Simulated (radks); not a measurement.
Values are calculated unless marked as measured or tabulated.
All-electron atom: As in [Ar] 3d10 4s2 4p2.5 5s0.5 (fractional occupations, a model configuration).

Code: a radial shooting solver on a logarithmic mesh with Libxc functionals. Model: Dirac Kohn-Sham, PBE, spin-unpolarised, spherical densities, finite nucleus; open shells fill j = l - 1/2 first; Fermi nuclear charge, rms radius 4.0968 fm.

Energy parts (hartree):
total: -2260.83128
kinetic: 2311.83311
electron-nucleus: -5454.64949
Hartree: 965.59569
exchange-correlation: -83.61059

Orbitals (lengths in bohr, moments of r in powers of bohr):
| orbital | occ. | eigenvalue (hartree) | <1/r> | small-component weight |
|---|---|---|---|---|
| 1s1/2 | 2 | -430.6296 | 33.47 | 1.43e-02 |
| 2s1/2 | 2 | -54.69991 | 7.416 | 2.78e-03 |
| 2p1/2 | 2 | -48.87916 | 7.380 | 2.77e-03 |
| 2p3/2 | 4 | -47.53550 | 7.165 | 2.72e-03 |
| 3s1/2 | 2 | -7.07735 | 2.394 | 6.49e-04 |
| 3p1/2 | 2 | -5.12190 | 2.270 | 5.98e-04 |
| 3p3/2 | 4 | -4.93732 | 2.219 | 5.82e-04 |
| 3d3/2 | 4 | -1.59552 | 1.916 | 4.55e-04 |
| 3d5/2 | 6 | -1.56875 | 1.902 | 4.51e-04 |
| 4s1/2 | 2 | -0.60763 | 0.6893 | 8.20e-05 |
| 4p1/2 | 2 | -0.26277 | 0.5415 | 5.18e-05 |
| 4p3/2 | 0.5 | -0.25187 | 0.5302 | 5.00e-05 |
| 5s1/2 | 0.5 | -0.04862 | 0.1804 | 6.57e-06 |

The highest occupied level is 5s1/2 at -1.323 eV. The density falls to 0.001 e/bohr^3 at r = 4.35 bohr. Summed over all electrons, <r^2> = 63.85 bohr^2, which gives a Langevin (diamagnetic) susceptibility term of -50.6 x 10^-6 cm^3/mol. The electron density at the nucleus is 3.556e+04 e/bohr^3.
